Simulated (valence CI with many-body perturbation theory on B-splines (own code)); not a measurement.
# E1 line list for Hg⁷³⁺

Level of theory: configuration interaction combined with many-body perturbation theory (CI+MBPT): five valence electrons over a frozen Dirac-Fock core [He], radial functions for each j: 9 s, 9 p, 8 d, 6 f, 3 g, 1 h, with the one-electron correlation potential Σ1, the two-electron term Σ2, the three-electron term Σ3, Breit, model QED; selected CI, second order for the rest (own B-spline code, finite nucleus).

The last digits are not significant, and no measured levels were compared; by estimate large intervals hold to a few tenths of a per cent, small ones and those within an open d or f shell to about a per cent. Among the levels kept, up to 1200 cm⁻¹ of a level comes from second order outside the variational space, and about a tenth of that is noise between levels of different J, which matters for small intervals.

Lines 201 to 250 of 264 in falling wavelength, among levels below 110360 × 10³ cm⁻¹, chosen from the strongest by gf and those to the six lowest levels. Wavelengths and rates use the calculated energies. Electric multipoles are in the length gauge, E1 and E2 with the static RPA response of the core. Weak lines are less certain than strong ones. Lines between different terms over intervals too small for the method are left out, as are lines whose strength nearly cancels. The highest levels of a list are the least certain.

Levels are named by their leading jj configuration (3d3/2^4 stands for four electrons in 3d with j = 3/2), which in mixed levels can hold well under half, so a name can repeat and another be missing. Letters in brackets count levels of one name in rising energy.

| λ vac (nm) | Upper | Lower | A (s⁻¹) | S (a.u.) |
| --- | --- | --- | --- | --- |
| 0.1112 | (2s^2 2p1/2 2p3/2 3d3/2) J=1/2 [a] | (2s^2 2p1/2 2p3/2^2) J=3/2 | 2.07e+14 | 2.80e-04 |
| 0.1111 | (2s^2 2p1/2 2p3/2 3d3/2) J=5/2 [b] | (2s^2 2p1/2 2p3/2^2) J=5/2 | 3.21e+13 | 1.30e-04 |
| 0.1111 | (2s^2 2p1/2 2p3/2 3d3/2) J=3/2 [b] | (2s^2 2p1/2 2p3/2^2) J=5/2 | 2.94e+14 | 7.96e-04 |
| 0.1109 | (2s^2 2p1/2 2p3/2 3d3/2) J=5/2 [b] | (2s^2 2p1/2 2p3/2^2) J=3/2 | 5.69e+13 | 2.30e-04 |
| 0.1108 | (2s^2 2p1/2 2p3/2 3d3/2) J=3/2 [b] | (2s^2 2p1/2 2p3/2^2) J=3/2 | 1.10e+13 | 2.95e-05 |
| 0.1107 | (2s^2 2p1/2 2p3/2 3d3/2) J=1/2 [b] | (2s^2 2p1/2 2p3/2^2) J=3/2 | 1.87e+14 | 2.51e-04 |
| 0.1107 | (2s 2p1/2^2 2p3/2 3d3/2) J=3/2 [b] | (2s 2p1/2^2 2p3/2^2) J=5/2 | 9.12e+13 | 2.44e-04 |
| 0.1107 | (2s 2p1/2^2 2p3/2 3d3/2) J=5/2 [b] | (2s 2p1/2^2 2p3/2^2) J=5/2 | 5.65e+13 | 2.27e-04 |
| 0.1105 | (2s^2 2p1/2 2p3/2 3d5/2) J=3/2 [a] | (2s^2 2p1/2 2p3/2^2) J=1/2 | 9.44e+13 | 2.51e-04 |
| 0.1101 | (2s^2 2p1/2 2p3/2 3d5/2) J=3/2 [b] | (2s^2 2p1/2 2p3/2^2) J=1/2 | 1.94e+15 | 5.12e-03 |
| 0.1101 | (2s^2 2p1/2 2p3/2 3d5/2) J=7/2 [a] | (2s^2 2p1/2 2p3/2^2) J=5/2 | 4.24e+13 | 2.23e-04 |
| 0.1100 | (2s^2 2p1/2 2p3/2 3d5/2) J=1/2 | (2s^2 2p1/2 2p3/2^2) J=1/2 | 2.10e+15 | 2.77e-03 |
| 0.1100 | (2s 2p1/2^2 2p3/2 3d5/2) J=5/2 | (2s 2p1/2^2 2p3/2^2) J=5/2 | 1.53e+15 | 6.02e-03 |
| 0.1100 | (2s 2p1/2^2 2p3/2 3d5/2) J=7/2 | (2s 2p1/2^2 2p3/2^2) J=5/2 | 2.77e+15 | 1.45e-02 |
| 0.1099 | (2s^2 2p1/2^2 3d5/2) J=5/2 | (2s^2 2p1/2^2 2p3/2) J=3/2 | 2.02e+15 | 7.94e-03 |
| 0.1099 | (2s^2 2p1/2 2p3/2 3d5/2) J=3/2 [a] | (2s^2 2p1/2 2p3/2^2) J=5/2 | 9.28e+13 | 2.43e-04 |
| 0.1098 | (2s^2 2p1/2 2p3/2 3d5/2) J=5/2 [a] | (2s^2 2p1/2 2p3/2^2) J=5/2 | 6.02e+14 | 2.36e-03 |
| 0.1097 | (2s^2 2p1/2 2p3/2 3d5/2) J=5/2 [b] | (2s^2 2p1/2 2p3/2^2) J=5/2 | 1.02e+15 | 3.98e-03 |
| 0.1096 | (2s^2 2p1/2 2p3/2 3d5/2) J=3/2 [a] | (2s^2 2p1/2 2p3/2^2) J=3/2 | 1.35e+15 | 3.52e-03 |
| 0.1096 | (2s 2p1/2^2 2p3/2 3p3/2) J=3/2 [a] | (2s^2 2p1/2 2p3/2^2) J=1/2 | 1.24e+13 | 3.24e-05 |
| 0.1096 | (2s^2 2p1/2 2p3/2 3d5/2) J=5/2 [a] | (2s^2 2p1/2 2p3/2^2) J=3/2 | 1.37e+15 | 5.33e-03 |
| 0.1096 | (2s^2 2p1/2 2p3/2 3d5/2) J=7/2 [b] | (2s^2 2p1/2 2p3/2^2) J=5/2 | 3.26e+15 | 1.69e-02 |
| 0.1095 | (2s^2 2p1/2 2p3/2 3d5/2) J=3/2 [b] | (2s^2 2p1/2 2p3/2^2) J=5/2 | 2.33e+14 | 6.05e-04 |
| 0.1095 | (2s^2 2p1/2 2p3/2 3d5/2) J=5/2 [b] | (2s^2 2p1/2 2p3/2^2) J=3/2 | 1.88e+15 | 7.31e-03 |
| 0.1094 | (2s 2p1/2^2 2p3/2 3p3/2) J=1/2 [a] | (2s^2 2p1/2 2p3/2^2) J=1/2 | 3.48e+11 | 4.50e-07 |
| 0.1093 | (2s^2 2p1/2 2p3/2 3d5/2) J=3/2 [b] | (2s^2 2p1/2 2p3/2^2) J=3/2 | 1.13e+13 | 2.91e-05 |
| 0.1092 | (2s^2 2p1/2 2p3/2 3d5/2) J=1/2 | (2s^2 2p1/2 2p3/2^2) J=3/2 | 1.86e+14 | 2.39e-04 |
| 0.1091 | (2s 2p1/2^2 2p3/2 3p3/2) J=7/2 | (2s^2 2p1/2 2p3/2^2) J=5/2 | 2.38e+13 | 1.22e-04 |
| 0.1090 | (2s 2p1/2^2 2p3/2 3p3/2) J=3/2 [a] | (2s^2 2p1/2 2p3/2^2) J=5/2 | 3.88e+12 | 9.93e-06 |
| 0.1088 | (2s 2p1/2^2 2p3/2 3p3/2) J=5/2 [a] | (2s^2 2p1/2 2p3/2^2) J=5/2 | 8.35e+12 | 3.19e-05 |
| 0.1088 | (2s 2p1/2^2 2p3/2 3p3/2) J=3/2 [a] | (2s^2 2p1/2 2p3/2^2) J=3/2 | 1.23e+13 | 3.13e-05 |
| 0.1086 | (2s 2p1/2^2 2p3/2 3p3/2) J=5/2 [a] | (2s^2 2p1/2 2p3/2^2) J=3/2 | 3.02e+13 | 1.15e-04 |
| 0.1085 | (2s 2p1/2^2 2p3/2 3p3/2) J=3/2 [b] | (2s^2 2p1/2 2p3/2^2) J=1/2 | 2.01e+12 | 5.06e-06 |
| 0.1085 | (2s 2p1/2^2 2p3/2 3p3/2) J=1/2 [b] | (2s^2 2p1/2 2p3/2^2) J=1/2 | 1.55e+13 | 1.95e-05 |
| 0.1081 | (2s 2p1/2^2 2p3/2 3p3/2) J=5/2 [b] | (2s^2 2p1/2 2p3/2^2) J=5/2 | 2.28e+12 | 8.54e-06 |
| 0.1080 | (2s 2p1/2^2 2p3/2 3p3/2) J=3/2 [b] | (2s^2 2p1/2 2p3/2^2) J=5/2 | 9.22e+11 | 2.29e-06 |
| 0.1079 | (2s 2p1/2^2 2p3/2 3p3/2) J=5/2 [b] | (2s^2 2p1/2 2p3/2^2) J=3/2 | 1.08e+13 | 4.03e-05 |
| 0.1077 | (2s 2p1/2^2 2p3/2 3p3/2) J=3/2 [b] | (2s^2 2p1/2 2p3/2^2) J=3/2 | 4.15e+12 | 1.03e-05 |
| 0.1077 | (2s 2p1/2^2 2p3/2 3p3/2) J=1/2 [b] | (2s^2 2p1/2 2p3/2^2) J=3/2 | 2.12e+12 | 2.61e-06 |
| 0.1006 | (2s^2 2p1/2 2p3/2 3s) J=3/2 [a] | (2s^2 2p1/2^2 2p3/2) J=3/2 | 3.69e+13 | 7.42e-05 |
| 0.1005 | (2s^2 2p1/2 2p3/2 3s) J=1/2 | (2s^2 2p1/2^2 2p3/2) J=3/2 | 6.64e+13 | 6.66e-05 |
| 0.1005 | (2s^2 2p1/2 2p3/2 3s) J=5/2 | (2s^2 2p1/2^2 2p3/2) J=3/2 | 6.59e+13 | 1.98e-04 |
| 0.1004 | (2s^2 2p1/2 2p3/2 3s) J=3/2 [b] | (2s^2 2p1/2^2 2p3/2) J=3/2 | 3.95e+13 | 7.90e-05 |
| 0.09688 | (2s 2p1/2^2 2p3/2 3p1/2) J=3/2 [a] | (2s^2 2p1/2^2 2p3/2) J=3/2 | 2.79e+14 | 5.01e-04 |
| 0.09688 | (2s 2p1/2^2 2p3/2 3p1/2) J=5/2 | (2s^2 2p1/2^2 2p3/2) J=3/2 | 7.19e+14 | 1.94e-03 |
| 0.09615 | (2s 2p1/2^2 2p3/2 3p1/2) J=1/2 | (2s^2 2p1/2^2 2p3/2) J=3/2 | 7.32e+14 | 6.42e-04 |
| 0.09614 | (2s 2p1/2^2 2p3/2 3p1/2) J=3/2 [b] | (2s^2 2p1/2^2 2p3/2) J=3/2 | 4.74e+14 | 8.32e-04 |
| 0.09429 | (2s^2 2p1/2 2p3/2 3d3/2) J=3/2 [a] | (2s^2 2p1/2^2 2p3/2) J=3/2 | 3.51e+14 | 5.81e-04 |
| 0.09429 | (2s^2 2p1/2 2p3/2 3d3/2) J=5/2 [a] | (2s^2 2p1/2^2 2p3/2) J=3/2 | 8.64e+13 | 2.14e-04 |
| 0.09424 | (2s^2 2p1/2 2p3/2 3d3/2) J=1/2 [a] | (2s^2 2p1/2^2 2p3/2) J=3/2 | 7.15e+13 | 5.91e-05 |
